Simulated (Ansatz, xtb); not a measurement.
**Isomers of C3H2ClFN2 in order of energy**

4 gas-phase structures of C3H2ClFN2, from a drawn sample of its isomers (lower ones may exist). Each was relaxed with GFN2-xTB:

A. `Fc1cc(Cl)n[nH]1`, a singlet
B. `Fc1[nH]ncc1Cl`, a singlet
C. `Fc1nc[nH]c1Cl`, a singlet
D. `Fc1c[nH]c(Cl)n1`, a singlet

Problem. Estimate their order in r2SCAN-D4/def2-SVP energy at these geometries, lowest first.

Solution. Calculated order at r2SCAN-D4/def2-SVP: D (0.0), C (2.8), A (14.1), B (17.7) kcal/mol.

Energies above the lowest of each column, in kcal/mol; the last columns are at B3LYP/def2-SVP geometries (a dash: not run or not comparable):

| structure | GFN2-xTB | HF/STO-3G | r2SCAN-D4/def2-SVP | B3LYP/def2-SVP | CCSD(T)/def2-SVP + ΔMP2/def2-TZVPP |
| --- | --- | --- | --- | --- | --- |
| D | 0.0 | 0.0 | 0.0 | 0.0 | 0.0 |
| C | 2.3 | 0.6 | 2.8 | 2.7 | 2.1 |
| A | 12.7 | 6.5 | 14.1 | 14.2 | 13.5 |
| B | 15.3 | 7.6 | 17.7 | 17.6 | – |

Every level run on D puts it lowest or level with the lowest. Frequencies (GFN2-xTB) were run for A, C, D alone. ΔMP2 is the change of the MP2 energy from the smaller to the larger basis.

Over these structures GFN2-xTB departs from r2SCAN-D4/def2-SVP by 0.8 kcal/mol on average once a common shift is removed. A GFN2-xTB relaxation took about 0.087 s and the r2SCAN-D4/def2-SVP energy about 1.8 s on a shared host (Ansatz 0.2.0, xtb 6.7.1).
